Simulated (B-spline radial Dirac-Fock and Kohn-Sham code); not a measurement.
# Core-level shifts of rhenium with charge state

Calculated with a radial finite-basis atomic code, using Dirac-Fock (average of configuration) total-energy differences with a finite nucleus, the Breit interaction including its frequency dependence, and self-energy and vacuum-polarisation corrections. Each ion is free and in its tabulated ground configuration. Correlation and solid-state effects are left out.

Reference: Re⁷⁺, [Xe] 4f14, with L1 12648.2 eV, L3 10648.9 eV, N1 742.8 eV, N4 387.7 eV, O1 192.7 eV, Kα1 (K-L3) 61136.4 eV, Kβ1 (K-M3) 69301.0 eV, Lα1 (L3-M5) 8653.0 eV. Shifts from it, in eV (a dash: the subshell is empty, belongs to an open shell averaged over j, or its hole state is left out as unreliable):

```csv
ion,configuration,L1,L3,N1,N4,O1,Kα1,Kβ1,Lα1
Re⁸⁺,[Kr] 4d10 4f14 5s2 5p5,+23.5,+23.6,+22.5,+22.5,+18.5,+0.72,+1.39,+0.56
Re⁹⁺,[Kr] 4d10 4f14 5s2 5p4,+47.8,+47.9,+45.7,+45.7,+37.4,+1.54,+2.97,+1.15
Re¹⁰⁺,[Kr] 4d10 4f14 5s2 5p3,+72.9,+73.0,+69.5,+69.4,+56.7,+2.40,+4.64,+1.82
Re¹¹⁺,[Kr] 4d10 4f14 5s2 5p2,+98.7,+98.8,+93.9,+93.8,+76.5,+3.33,+6.47,+2.54
Re¹²⁺,[Kr] 4d10 4f13 5s2 5p2,+137.1,+137.1,+130.5,+128.7,+102.7,+2.37,+4.41,+1.58
Re¹³⁺,[Kr] 4d10 4f14 5s2,+152.6,+152.6,+144.5,+144.3,+117.0,+5.43,+10.56,+4.16
Re¹⁴⁺,[Kr] 4d10 4f13 5s2,+192.9,+192.9,+182.6,+180.7,+144.3,+4.57,+8.74,+3.31
Re¹⁵⁺,[Kr] 4d10 4f12 5s2,+235.0,+234.9,+222.1,+218.3,+172.3,+3.65,+6.84,+2.44
```

Over this range L1 (2s) moves by +235.0 eV and Kα1 by +3.6 eV: a line is a difference of two levels that shift in the same direction.
